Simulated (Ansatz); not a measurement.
`C[SiH](O)O` and `O[SiH](O)CF` differ in one atom or group.

Ansatz, PBE0-D4/def2-TZVP geometries, multiplicity 1. Each molecule was computed in one conformer, which needn't be the lowest.

| property | `C[SiH](O)O` |
| --- | --- |
| HOMO–LUMO gap (B3LYP/def2-TZVPP) / eV | 8.69 |
| LUMO energy (ωB97M-V/def2-TZVPP) / eV | 2.18 |
| LUMO energy (B3LYP/def2-TZVPP) / eV | 0.38 |
| HOMO energy (PBE/def2-TZVPP) / eV | -7.05 |
| size of the dipole moment (PBE/def2-TZVPP) / D | 0.94 |
| HOMO energy (B3LYP/def2-TZVPP) / eV | -8.32 |

Question: What does the change do to each property? (Best estimate.)

Answer: Computed: 
```csv
property,`O[SiH](O)CF`,shift
HOMO–LUMO gap (B3LYP/def2-TZVPP) / eV,8.11,-0.58
LUMO energy (ωB97M-V/def2-TZVPP) / eV,2.07,-0.11
LUMO energy (B3LYP/def2-TZVPP) / eV,0.07,-0.31
HOMO energy (PBE/def2-TZVPP) / eV,-6.71,0.34
size of the dipole moment (PBE/def2-TZVPP) / D,1.59,0.65
HOMO energy (B3LYP/def2-TZVPP) / eV,-8.04,0.28
```

With PBE0 the HOMO rises by 0.28 eV and the LUMO falls by 0.38 eV, so the gap narrows by about 0.66 eV. PBE moves the HOMO by 0.34 eV and ωB97M-V by 0.27 eV. Dipoles are sizes alone; their direction can turn.

B3LYP here is the variant with VWN-RPA as its local correlation; programs differ in this.
